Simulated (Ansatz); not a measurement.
Consider the redistribution: `C[SiH]1CO[SiH2]1` + `[SiH3]C[SiH2]Br` → `[SiH3][SiH]1CO[SiH2]1` + `CC[SiH2]Br`.

Computed with Ansatz on PBE0-D4/def2-TZVP structures; ΔE is electronic, products minus reactants. CCSD(T)/CBS is the MP2 limit (def2-TZVPP, def2-QZVPP) plus CCSD(T) − MP2 in def2-TZVPP, frozen cores. Functionals use def2-TZVPP. B3LYP here is the variant with VWN-RPA as its local correlation; programs differ in this. For Br outer-core shells are correlated without core-valence functions, which leaves a few kJ/mol of doubt a bond. Scalar relativity is left out up to krypton. One conformer a species, not always the lowest.

```json
{"level": "PBE-D4", "ΔE (kJ/mol)": "33.6", "difference from CCSD(T)/CBS": "-12.6"}
{"level": "ωB97M-V", "ΔE (kJ/mol)": "51.9", "difference from CCSD(T)/CBS": "5.7"}
{"level": "r2SCAN", "ΔE (kJ/mol)": "43.7", "difference from CCSD(T)/CBS": "-2.5"}
{"level": "B3LYP", "ΔE (kJ/mol)": "42.5", "difference from CCSD(T)/CBS": "-3.7"}
{"level": "HF/def2-TZVPP", "ΔE (kJ/mol)": "48.8", "difference from CCSD(T)/CBS": "2.6"}
{"level": "SCS-MP2/def2-TZVPP", "ΔE (kJ/mol)": "50.4", "difference from CCSD(T)/CBS": "4.2"}
{"level": "CCSD(T)/def2-TZVPP", "ΔE (kJ/mol)": "44.9", "difference from CCSD(T)/CBS": "-1.3"}
{"level": "HF/def2-QZVPP", "ΔE (kJ/mol)": "49.6", "difference from CCSD(T)/CBS": "3.4"}
{"level": "MP2/def2-QZVPP", "ΔE (kJ/mol)": "53.5", "difference from CCSD(T)/CBS": "7.3"}
{"level": "CCSD/CBS(def2)", "ΔE (kJ/mol)": "47.0", "difference from CCSD(T)/CBS": "0.8"}
{"level": "CCSD(T)/CBS", "ΔE (kJ/mol)": "46.2", "difference from CCSD(T)/CBS": "0"}
```

Largest T1 diagnostic among the species: 0.014.

From PBE to PBE0 (25 % exact exchange), in def2-TZVPP and without D4, ΔE moves by +4.0 kJ/mol.
